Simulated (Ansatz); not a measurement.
A calculation with Ansatz (development build ahead of 0.2.0).

```yaml
crystal:
  periodic: [false, false, false]
  atoms:
    - { symbol: C, position_ang: [1.23448, 0.71273, 0.0] }
    - { symbol: C, position_ang: [0.0, 1.42546, 0.0] }
    - { symbol: C, position_ang: [-1.23448, 0.71273, 0.0] }
    - { symbol: C, position_ang: [-1.23448, -0.71273, 0.0] }
    - { symbol: C, position_ang: [0.0, -1.42546, 0.0] }
    - { symbol: C, position_ang: [1.23448, -0.71273, 0.0] }
    - { symbol: C, position_ang: [3.67978, 0.68554, 0.0] }
    - { symbol: C, position_ang: [2.4631, 1.42207, 0.0] }
    - { symbol: C, position_ang: [2.4631, -1.42207, 0.0] }
    - { symbol: C, position_ang: [3.67978, -0.68554, 0.0] }
    - { symbol: C, position_ang: [-2.4631, 1.42207, 0.0] }
    - { symbol: C, position_ang: [-3.67978, 0.68554, 0.0] }
    - { symbol: C, position_ang: [-3.67978, -0.68554, 0.0] }
    - { symbol: C, position_ang: [-2.4631, -1.42207, 0.0] }
    - { symbol: C, position_ang: [2.43359, 2.84401, 0.0] }
    - { symbol: C, position_ang: [1.24619, 3.52955, 0.0] }
    - { symbol: C, position_ang: [0.0, 2.84415, 0.0] }
    - { symbol: C, position_ang: [-1.24619, 3.52955, 0.0] }
    - { symbol: C, position_ang: [-2.43359, 2.84401, 0.0] }
    - { symbol: C, position_ang: [-2.43359, -2.84401, 0.0] }
    - { symbol: C, position_ang: [-1.24619, -3.52955, 0.0] }
    - { symbol: C, position_ang: [0.0, -2.84415, 0.0] }
    - { symbol: C, position_ang: [1.24619, -3.52955, 0.0] }
    - { symbol: C, position_ang: [2.43359, -2.84401, 0.0] }
    - { symbol: H, position_ang: [4.62483, 1.23504, 0.0] }
    - { symbol: H, position_ang: [4.62483, -1.23504, 0.0] }
    - { symbol: H, position_ang: [-4.62483, 1.23504, 0.0] }
    - { symbol: H, position_ang: [-4.62483, -1.23504, 0.0] }
    - { symbol: H, position_ang: [3.382, 3.3877, 0.0] }
    - { symbol: H, position_ang: [1.24284, 4.62275, 0.0] }
    - { symbol: H, position_ang: [-1.24284, 4.62275, 0.0] }
    - { symbol: H, position_ang: [-3.382, 3.3877, 0.0] }
    - { symbol: H, position_ang: [-3.382, -3.3877, 0.0] }
    - { symbol: H, position_ang: [-1.24284, -4.62275, 0.0] }
    - { symbol: H, position_ang: [1.24284, -4.62275, 0.0] }
    - { symbol: H, position_ang: [3.382, -3.3877, 0.0] }
basis:
  gaussian: { orbitals: def2-SVP }
hamiltonian:
  xc: hf
correlation:
  method: mp2
  frozen_orbitals: { C: 1, H: 0 }
scf:
  omitted_lower_state_checks: [stability, starts, atomic_configurations, cluster_reference, orbital_swaps, given_window_search, neighbouring_geometries, increment]
```

The input is written out in the form of the current development build from the run's settings.

The run gave:

```yaml
Converged: yes
Reference_energy: -915.26862 hartree
Correlation_energy: -3.07193 hartree
Total_energy: -918.34055 hartree
```
